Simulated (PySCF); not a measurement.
C6H4Cl, SMILES Clc1c[c]ccc1, multiplicity 2. The structure is a stationary point at PBE-D3(BJ)/def2-SVP. The isomer is the one that the SMILES or the coordinates give; other isomers of the formula were not compared.

Computed equilibrium geometry at PBE-D3(BJ)/def2-SVP (PySCF confirms it by a frequency run) as Cartesian coordinates in Å, and its point group:
point group Cs.
```xyz
11

Cl    -0.0657     2.2272     0.0000
C      0.0242     0.4831     0.0000
C      1.2905    -0.1453     0.0000
C      1.2697    -1.5272     0.0000
C      0.1497    -2.3396     0.0000
C     -1.0965    -1.6749     0.0000
C     -1.1619    -0.2730     0.0000
H      2.2130     0.4544     0.0000
H      0.2081    -3.4389     0.0000
H     -2.0290    -2.2616     0.0000
H     -2.1303     0.2457     0.0000
```
Charge 0, spin multiplicity 2.
